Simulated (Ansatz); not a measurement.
A run for Ansatz (a first-principles code): R-PBE0/def2-TZVPPD on GaH5S (a complex), monomers drawn apart or pushed together. Files ending in .json are basis or fitting sets from the Basis Set Exchange.

Ansatz 0.2 input:
```yaml
crystal:
  periodic: [false, false, false]
  atoms:
    - {symbol: Ga, position_ang: [0.52763441, -0.06951020, 0.52020423]}
    - {symbol: H, position_ang: [-0.34623003, 1.11318635, -0.04265977]}
    - {symbol: H, position_ang: [0.27361942, -1.53352575, -0.00071565]}
    - {symbol: H, position_ang: [1.89118691, 0.26122241, 1.23783558]}
    - {symbol: S, position_ang: [-1.49200992, -0.49460933, 3.62426335]}
    - {symbol: H, position_ang: [-1.07529235, 0.61329569, 4.26107397]}
    - {symbol: H, position_ang: [-0.63203039, -1.28330051, 4.29133718]}
basis:
  gaussian:
    orbitals: def2-TZVPPD.json
hamiltonian:
  xc: {name: PBE0}
scf: {lower_state_search: off}
```

The log:

```
WARN ansatz: RAYON_NUM_THREADS=1 ignored (pool sized by the plan → 1); use --threads N
Functional definition: PBE0
these checks for a lower state are left out or cut short: stability, starts, cluster_reference, orbital_swaps, neighbouring_geometries, increment
integrals: 0.10 GiB planned
1075 factors; their error is unknown
mean field: 0.88 GiB planned
mean field evaluation 1: about -63282.4917 eV, gradient 2.5e1 eV
mean field evaluation 2: about -63282.6580 eV, gradient 2.9e1 eV
mean field evaluation 4: about -63283.3977 eV, gradient 8.6e-1 eV
mean field evaluation 8: about -63283.5934 eV, gradient 1.9e-1 eV
mean field evaluation 16: about -63283.5934 eV, gradient 5.2e-6 eV
mean field -63283.59340939 eV, -2325.6291626347 hartree, gradient 5.2e-6 eV, S^2 0.000000; 0 other end points of the search recorded, 0 dependent functions left out
reference -63283.59345678 eV, -2325.6291643762 hartree; 26, 26 occupied and 164, 164 virtual orbitals, 1075 factors
Total energy: -63283.59345678 eV, -2325.6291643762 hartree
Checks for a lower state left out: stability, starts, cluster_reference, orbital_swaps, neighbouring_geometries, increment
```

Self-consistency was reached.

Cost: around 4 core-seconds (rough).
